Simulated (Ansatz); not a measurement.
Reactions of F₂H₄OSi₂ (`F[SiH](F)O[SiH3]`).

Isolated molecules relaxed with PBE0-D4/def2-TZVP in Ansatz; ΔE leaves out vibrations. CCSD(T)/CBS adds triple-zeta CCSD(T) − MP2 to the extrapolated MP2 energy (def2 sets, frozen cores). This one scheme is used for every species, atoms too. DFT in def2-TZVPP. B3LYP here is the variant with VWN-RPA as its local correlation; programs differ in this. Open shells (•) are unrestricted, without spin–orbit coupling. One conformer a species, not always the lowest.

```tsv
reaction	HF/CBS(def2) (kcal/mol)	ωB97X-V (kcal/mol)	B3LYP-D4 (kcal/mol)
`F[SiH](F)O[SiH3]` + `[CH3][Al]([OH])[OH]` → `[CH3][Al]([OH])[O][SiH3]` + `O[SiH](F)F`	-2.2	-2.1	-1.8
`F[SiH](F)O[SiH3]` + `N=CO` → `O/C=N/[SiH3]` + `O[SiH](F)F`	16.9	13.2	13.4
`F[SiH](F)O[SiH3]` + `[OH]`• → `F[Si](F)O[SiH3]`• + H₂O	-2.7	-17.8	-19.5
`F[SiH](F)O[SiH3]` + `O[SiH2]O` → `O[SiH2]O[SiH](F)F` + `O[SiH3]`	0.6	0.8	0.7
`F[SiH](F)O[SiH3]` + `O[SiH2]N[SiH3]` → `[SiH3]N[SiH2]O[SiH3]` + `O[SiH](F)F`	0.7	-0.6	-0.7
`F[SiH](F)O[SiH3]` + `S[SiH2]Cl` → `F[SiH](F)S[SiH2]Cl` + `O[SiH3]`	25.5	17.8	18.3
`F[SiH](F)O[SiH3]` + `CF` → `FC[SiH](F)F` + `O[SiH3]`	44.4	37.3	38.4
`F[SiH](F)O[SiH3]` + H• → `F[SiH](F)O[SiH2]`• + H₂	-5.4	-9.5	-14.1
`F[SiH](F)O[SiH3]` + `C=C` → `C=C[SiH](F)O[SiH3]` + H–F	43.2	36.7	36.6
`F[SiH](F)O[SiH3]` + `OC([SiH3])S` → `[SiH3]OC([SiH3])S` + `O[SiH](F)F`	4.1	0.6	0.2
```

(1) Give the CCSD(T)/CBS values in the same order. (Best estimate.)

Largest T1 diagnostic: 0.014, for `O/C=N/[SiH3]`.

## Answers

(1) Computed: -1.7, 13.6, -20.7, 0.7, -0.5, 18.3, 38.8, -10.9, 36.1, 0.7 kcal/mol.
